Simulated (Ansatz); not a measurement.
A search over several starts for the lowest SCF solution of AlGa₂⁻ at the given spin, in a small basis.

```yaml
crystal:
  periodic: [false, false, false]
  atoms:
    - {symbol: Al, position_ang: [-0.747728, 0.631647, -0.995054]}
    - {symbol: Ga, position_ang: [1.169193, 0.824386, 0.623667]}
    - {symbol: Ga, position_ang: [-0.421465, -1.456033, 0.371376]}
basis:
  gaussian: {orbitals: def2-SVP, initial_orbitals: start.molden}
total_charge: -1
magnetization: {spin_polarized: true, initial_magnetization: 2}
hamiltonian: {xc: pbe0, dispersion: d4}
output: {orbitals: {seedname: orbitals}}
```

The file start.molden holds the orbitals of an earlier run on this structure, at another level or in another basis.

```sh
$ ansatz run in.yaml --threads 4 --pin off --events-out ev --progress --plain --max-ram 3916MiB
```

Output, abridged:

```
Functional definition: PBE0
796 factors; integrals over basis functions are off by at most 6.7e-4 eV
mean field evaluation 1: about -111320.6057 eV, gradient 2.6e0 eV
mean field evaluation 2: about -111320.6509 eV, gradient 6.3e-2 eV
mean field evaluation 4: about -111320.6606 eV, gradient 2.2e-4 eV
mean field evaluation 8: about -111320.6606 eV, gradient 2.2e-5 eV
mean field evaluation 16: about -111320.6506 eV, gradient 1.4e-1 eV
mean field evaluation 32: about -111320.6606 eV, gradient 9.4e-5 eV
mean field evaluation 64: about -111320.1016 eV, gradient 1.4e-1 eV
mean field evaluation 96: about -111320.1579 eV, gradient 4.3e-1 eV
mean field evaluation 128: about -111320.4673 eV, gradient 3.8e-1 eV
mean field -111320.66055587 eV, -4090.9588195743 hartree, gradient 3.4e-6 eV, S^2 2.009317; 15 other end points of the search recorded, 0 dependent functions left out
reference -111320.66057792 eV, -4090.9588203849 hartree; 39, 37 occupied and 43, 45 virtual orbitals, 796 factors
Total energy: -111320.75339409 eV, -4090.9622313161 hartree
```

Hardware: 4 threads of Arm Neoverse V1 on a shared host. Wall time 15 s.

Other converged states that the search met: 0.16 eV higher (⟨S²⟩ = 2.41), 0.56 eV higher (⟨S²⟩ = 3.02).

The highest occupied level of the charge -1 triplet lies above zero (up to 0.05 eV). The electron is either unbound and held by the finite basis, or the level is raised by self-interaction error. At PBE0-D4/def2-TZVPD a broken-symmetry singlet of charge -1 lies 0.18 eV below the triplet, each at its own geometry. The structure comes from a short search, and lower isomers may exist.
